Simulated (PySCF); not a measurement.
# Spin states and ions at one geometry of [WOF3]−

PySCF 2.14.0, RKS r2SCAN, W def2-SVP with ECP60, O def2-SVP, F def2-SVP; non-relativistic Hamiltonian with scalar-relativistic core potentials where named; density fitting; no spin-orbit coupling; singlets restricted, open shells unrestricted. The geometry is relaxed for charge -1, singlet, vacuum:

```xyz
5

W     0.0651    0.0000   -0.0003
O     1.7653    0.0000    0.3281
F    -0.1277    1.8673   -0.2085
F    -1.8669    0.0000    0.2970
F    -0.1277   -1.8673   -0.2085
```

Energies count from the relaxed state; an electron taken off or put on is at rest in vacuum. Charges and spins are Mulliken's.

**Question.** Order these states by energy, lowest first.
A. charge -1, triplet, vacuum
B. charge -1, quintet, vacuum
C. charge 0, doublet, vacuum
D. charge -1, singlet, vacuum

**Answer.** D (0.00 eV), A (0.52 eV), C (2.75 eV), B (5.71 eV).

**Question.** How do charge and spin on the first atom follow?

**Answer.** 
```
                     state  spin squared  charge on W1 (e)  spin on W1 (e)  dipole about the centre of mass (D)
charge -1, singlet, vacuum          0.00              0.67            0.00                                 0.29
charge -1, triplet, vacuum          2.01              0.80            2.02                                 0.57
charge -1, quintet, vacuum          6.01              0.62            2.81                                 1.43
 charge 0, doublet, vacuum          0.76              1.31            1.10                                 0.72
```

With an electron taken off (doublet) the charges change, summed by element, by W +0.64 e, O +0.13 e, F +0.23 e. The vertical ionisation energy is 2.75 eV, against −ε(HOMO) = -0.13 eV of the relaxed state. The level lies 2.9 eV too high, as is usual for semilocal functionals and global hybrids, which keep a self-interaction error.

Open shells may have lower solutions than those found. The basis has no diffuse functions, which an anion needs.

No frequency check is given that shows the relaxed geometry to be a minimum.
